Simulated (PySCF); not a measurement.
# Constants of SbH⁺, step by step

State: ²Π, doublet, unpaired electrons π ↑. De refers to Sb⁺ + H. ROHF-based CCSD(T) in PySCF 2.14 with Sb cc-pwCVDZ-PP with ECP28, H aug-cc-pVDZ and Sb cc-pwCVTZ-PP with ECP28, H aug-cc-pVTZ (frozen core orbitals: 4; scalar-relativistic core potentials). Correlation energies are extrapolated as n⁻³ (n = 2, 3), Hartree–Fock as (n+1)·exp(−9√n).

| Level | Re (Å) | ωe (cm⁻¹) | ωexe (cm⁻¹) | αe (cm⁻¹) | De (eV) |
| --- | --- | --- | --- | --- | --- |
| CCSD(T)/DZ | 1.7088 | 1972.5 | 35.1 | 0.155 | 2.572 |
| CCSD(T)/TZ | 1.7036 | 1981.2 | 32.9 | 0.151 | 2.747 |
| HF/CBS | 1.6929 | 2114.4 | 25.2 | 0.124 | 1.795 |
| MP2/CBS | 1.6877 | 2066.9 | 27.9 | 0.136 | 2.586 |
| CCSD/CBS | 1.6981 | 2014.7 | 30.6 | 0.144 | 2.775 |
| CCSD(T)/CBS | 1.7020 | 1986.6 | 32.2 | 0.149 | 2.813 |

How much is left between CCSD(T)/TZ and the basis-set limit, and how much do the triples give at the limit?

CCSD(T)/CBS less CCSD(T)/TZ: -1.6 mÅ in Re, +5.4 cm⁻¹ in ωe and +0.066 eV in De. CCSD(T)/CBS less CCSD/CBS: +3.9 mÅ in Re, -28.1 cm⁻¹ in ωe and +0.038 eV in De.

The T1 diagnostic is 0.014. The state was picked by a PBE0 search and need not be the measured ground state. Spin–orbit coupling, excitations beyond (T) and corrections to the Born–Oppenheimer picture are left out, and spin–orbit coupling matters for open p, d or f shells this heavy.

The whole job (state search and all basis sets along the bond) took about 3.6 min on 4 threads of AMD EPYC 9R45 96-Core (shared host), peak memory 5.3 GiB.
